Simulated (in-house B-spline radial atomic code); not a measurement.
The numbers below are computed, except where a source is named.
## Ti in an electron gas of r_s = 4: phase shifts, screening and friction

A nucleus sits in a uniform electron gas with a rigid positive background. The Kohn-Sham equations are solved self-consistently in the spin-unpolarised LDA (PW92), non-relativistic, on B-splines with outgoing waves at the boundary and partial waves to l = 8. The model has no lattice, no bands and no magnetic solution. Atomic units; δ_l are the phase shifts at the Fermi level, counted so that each bound state adds π, and good to about 0.0005. A narrow, partly filled d or f resonance in a thin gas would split by spin, so such rows rest on a solution that is probably unstable.

The density parameter is r_s = 4 bohr.

```csv
l,δ_l (rad)
0,9.9148
1,6.4990
2,1.0691
3,-0.0284
4,-0.0009
5,0.0000
6,-0.0003
7,-0.0002
8,-0.0003
```

Bound levels below the band bottom (hartree): s -176.9, s -19.12, p -15.95, s -1.933, p -1.102.

**Question.** Check the Friedel sum rule, and say where the screening charge sits.

**Answer.** k_F = (9π/4)^(1/3)/r_s = 0.47979. The rule is Z = (2/π) Σ (2l + 1) δ_l. The terms are s 6.312, p 12.412, d 3.403, f -0.127 and -0.013 beyond, in all 21.988 against Z = 22. Bound states hold 6 s, 12 p, 0 d electrons, so the scattering states carry 3.99 in all.

**Question.** Find the transport cross section and the electronic stopping of a 5 keV Ti ion (mass 47.87 u).

**Answer.** σ_tr = (4π/k_F²) Σ (l + 1) sin²(δ_l − δ_(l+1)). The terms for l = 0 to 3 are 0.0733, 1.1354, 2.3767, 0.0030, all together 3.5884, so σ_tr = 54.589 × 3.5884 = 195.888 bohr². With n = 3/(4π r_s³) = 0.00373, the friction coefficient is Q = n k_F σ_tr = 0.3506. For v well below v_F = 0.480, dE/dx = Q v; with 24801 eV per u at v = 1, v = √(5000/(24801 × 47.87)) = 0.0649, so dE/dx = 0.02275 hartree/bohr = 11.7 eV/nm. The largest term couples the d and f waves.
